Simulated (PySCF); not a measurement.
Two species compared at the same levels of theory.

First species: C3H10O4SSi.
Bonds: C1–O2, O2–Si3, Si3–O4, O4–C5, C5–S6, S6–C7, S6–O8 (double), S6–O9 (double). Hydrogens: H10, H11, H12 on C1; H13, H14 on Si3; H15, H16 on C5; H17, H18, H19 on C7.

Second species: C7H11NS.
SMILES: `S=C=NC1CCCCC1`

Levels: wB97X-D/def2-SVPD for HOMO energy, LUMO energy, HOMO–LUMO gap and static isotropic polarisability; TDDFT wB97X-D/def2-SVPD for lowest singlet excitation; TDA wB97X-D/def2-SVPD for lowest triplet excitation (Tamm–Dancoff); ΔSCF wB97X-D/def2-SVPD for vertical ionisation energy. Geometries: PBE0-D3(BJ)/def2-SVP. All species are isolated and taken at one optimised geometry, non-relativistic unless stated. Electronic properties by PySCF.

The conformers computed, where there is a choice (atom-mapped SMILES and torsion angles):
- `[CH3:1][O:2][SiH2:3][O:4][CH2:5][S:6]([CH3:7])(=[O:8])=[O:9]`: C1–O2–Si3–O4 64°, O2–Si3–O4–C5 136°, Si3–O4–C5–S6 68°, O4–C5–S6–C7 66°

The conformers of `S=C=NC1CCCCC1` aren't listed.

Values for the first species:

| Property | Result |
| --- | --- |
| HOMO energy | -10.03 eV |
| LUMO energy | 1.69 eV |
| HOMO–LUMO gap | 11.72 eV |
| Lowest singlet excitation | 7.61 eV |
| Lowest triplet excitation (Tamm–Dancoff) | 7.32 eV |
| Static isotropic polarisability | 95.6 au |
| Vertical ionisation energy | 10.18 eV |

(1) Estimate the same properties for the second species, and the change in each.

## Answers

(1) 
```tsv
property	first	second	second less first
HOMO energy	-10.03 eV	-8.75 eV	+1.28 eV
LUMO energy	1.69 eV	1.40 eV	-0.29 eV
HOMO–LUMO gap	11.72 eV	10.15 eV	-1.57 eV
lowest singlet excitation	7.61 eV	4.87 eV	-2.74 eV
lowest triplet excitation (Tamm–Dancoff)	7.32 eV	4.47 eV	-2.85 eV
static isotropic polarisability	95.6 au	109.3 au	+13.7 au
vertical ionisation energy	10.18 eV	9.04 eV	-1.14 eV
```

On the first: No computed singlet falls in the visible range (750 to 380 nm, 1.65 to 3.26 eV); S1 lies 4.35 eV above its blue end. S1 lies 4.11 eV below the HOMO–LUMO gap; its leading configuration is HOMO→LUMO+1, weight 0.47.

On the second: The 10 singlets span 4.87 to 7.98 eV, and their oscillator strengths add up to 1.08. The ΔSCF ionisation energy exceeds −ε(HOMO) by 0.29 eV with wB97X-D.
